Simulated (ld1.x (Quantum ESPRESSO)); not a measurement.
# Zn (Z = 30), RRKJ: configuration errors across variants

* Element: zinc (Zn)
* Generator: ld1.x (Quantum ESPRESSO) 7.5
* Type: norm-conserving RRKJ (Kleinman–Bylander form)
* Functional: LDA (PZ)
* Relativity: fully relativistic
* Frozen core: [Ar]
* Valence charge: 12
* Reference configuration: 3d10 4s1.75 4p0.25
* Partial waves: 4s (bound): rc 1.95 bohr; 3d (bound): rc 1.25 bohr; 4p (bound): rc 2.85 bohr
* Local potential: the p channel
* Core correction: Bessel-smoothed model core, default radius (core density twice the valence density)
* rho0: 0.001

Open shells are filled in proportion to 2j + 1 (rel_dist='average').

All-electron excitation energies from the reference (eV): (1) 3d10 4s2 4p0 -1.258; (2) 3d10 4s1 4p0 8.933; (3) 3d10 4s0 4p0 27.702; (4) 3d10 4s0 4p2 9.495; (5) 3d9 4s0 4p0 68.592; (6) 3d8 4s0 4p0 130.739; (7) 3d10 4s1 4p1 3.925.

Tests that are not counted but printed errors over 1 eV. “all radii but the core radius scaled by about 1.10 (s 2.16, p 3.14, d 1.38 bohr)”: 3d10 4s2 4p0 (solver errors, printed error -1611 eV). “all radii but the core radius scaled by about 1.38 (s 2.70, p 3.94, d 1.72 bohr)”: all (the test run did not reproduce the reference configuration, from which every error is measured).

1 further variants failed, have other tests or too few solved ones, and are left out.

A true bound ghost makes a file unfit for plane-wave use even where its test errors are small: the radial tests pick states by their node count and pass the ghost by. Where a test does run into it, the solver fails or the error is huge.

Errors AE − PS in meV (a dash: test not solved or not reliable):

```csv
change,(1),(2),(3),(4),(5),(6),(7),bound ghosts
base,+0.1,-6.1,-37,-0.2,-458,-2057,-0.9,s
"all radii but the core radius scaled by about 0.91 (s 1.76, p 2.58, d 1.14 bohr)",0.0,-7.4,-44,-6.0,-471,-2250,-1.8,s
"all radii but the core radius scaled by about 1.10 (s 2.16, p 3.14, d 1.38 bohr)",–,-4.9,-28,+7.4,-451,-1796,+0.4,s
"all radii but the core radius scaled by about 1.38 (s 2.70, p 3.94, d 1.72 bohr)",–,–,–,–,–,–,–,s
```

(1) Give the same row for: all radii but the core radius scaled by about 1.21 (s 2.36, p 3.46, d 1.52 bohr).

## Answers

(1) –, –, –, –, –, –, –; bound ghosts: s. Not counted: all (the test run did not reproduce the reference configuration, from which every error is measured).
